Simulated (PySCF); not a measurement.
CH2BNO, SMILES BN=C=O. Atoms are numbered in the order given.

```xyz
6

B      0.0000     0.0000     1.9469
H      0.0000     1.0524     2.5355
H      0.0000    -1.0524     2.5355
N      0.0000     0.0000     0.5406
C      0.0000     0.0000    -0.6594
O      0.0000     0.0000    -1.8292
```

The structure is a stationary point at B3LYP-D3(BJ)/def2-SVP.

All values below come from PySCF with CAM-B3LYP/def2-TZVPD.

Symmetry labels are those of the subgroup C2v that the program uses (full group C2v).

Computed valence orbital energies around the gap with their symmetry:
```
orbital  symmetry  energy (eV)
-------  --------  -----------
HOMO−7         A1       -19.94
HOMO−6         A1       -16.25
HOMO−5         B2       -15.31
HOMO−4         B1       -15.24
HOMO−3         A1       -14.05
HOMO−2         B2       -12.61
HOMO−1         B1       -11.11
HOMO           B2        -9.71
LUMO           B1        -0.95
LUMO+1         A1         0.45
LUMO+2         A1         1.13
LUMO+3         B2         2.09
```
